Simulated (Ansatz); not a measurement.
Mulliken charges of CH4InN, SMILES `C=[N][InH2]` from r2SCAN/def2-TZVPP in Ansatz (PBE0-D4/def2-TZVP geometry).

```tsv
atom	x (Å)	y (Å)	z (Å)	charge (e)
C1	-1.191	-0.233	-0.751	0.015
N2	-0.012	-0.675	-0.753	-0.435
In3	1.286	0.127	0.671	0.606
H4	-1.926	-0.615	-1.478	0.048
H5	-1.595	0.536	-0.065	0.042
H6	0.543	1.318	1.682	-0.150
H7	2.896	-0.457	0.693	-0.126
```

Q: By hand: the dipole of these point charges (1 e Å = 4.8032 D).

A: Σ q r = (0.161, 0.220, 0.310) e Å, of length 0.413 e Å = 1.98 D.

Q: How does the dipole of the full density compare? (Estimate.)

A: The calculation gave: (-0.045, 0.192, 0.194) e Å, 1.33 D; the point charges give 1.49 times that, at 34° from its direction.

Point charges leave out the atoms' own dipoles, such as those of lone pairs, and Mulliken's split depends on the basis, so the two needn't agree.
